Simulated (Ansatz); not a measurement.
BH7O2Si2, SMILES `OB([SiH3])O[SiH3]`, relaxed with RKS PBE0-D4/def2-TZVP in Ansatz from a PBE-D4/def2-SVP geometry. The force threshold is 0.005 eV/Å; the program also tests the step.

The species carries charge 0 and has multiplicity 1.

Start:

```xyz
12

O    -1.305    0.014   -2.043
B    -0.550    0.008   -0.905
Si    1.485    0.089   -1.120
O    -1.196   -0.053    0.311
Si   -0.671   -0.083    1.917
H    -2.258   -0.028   -1.824
H     2.144   -1.119   -0.498
H     2.058    1.300   -0.422
H     1.889    0.149   -2.569
H    -1.172   -1.348    2.549
H    -1.254    1.105    2.623
H     0.831   -0.035    1.980
```

(1) How much energy does the relaxation release, and in how many steps? (An estimate is asked.)

(2) Which bonds change most? (Best estimate.)

(3) Give the relaxed structure. (Best estimate.)

Results:

(1) Ansatz gave: 5.14 kJ/mol, in 7 steps.

(2) Computed: O4–Si5 from 1.690 to 1.650 Å; Si3–H7 from 1.510 to 1.491 Å; Si3–H8 from 1.510 to 1.491 Å; Si3–H9 from 1.506 to 1.486 Å.

(3) Computed: 
```xyz
12

O    -1.300    0.014   -2.012
B    -0.541    0.007   -0.887
Si    1.484    0.088   -1.113
O    -1.171   -0.053    0.323
Si   -0.670   -0.082    1.896
H    -2.243   -0.027   -1.813
H     2.129   -1.107   -0.499
H     2.041    1.287   -0.423
H     1.870    0.148   -2.547
H    -1.165   -1.332    2.520
H    -1.247    1.092    2.592
H     0.814   -0.034    1.963
```
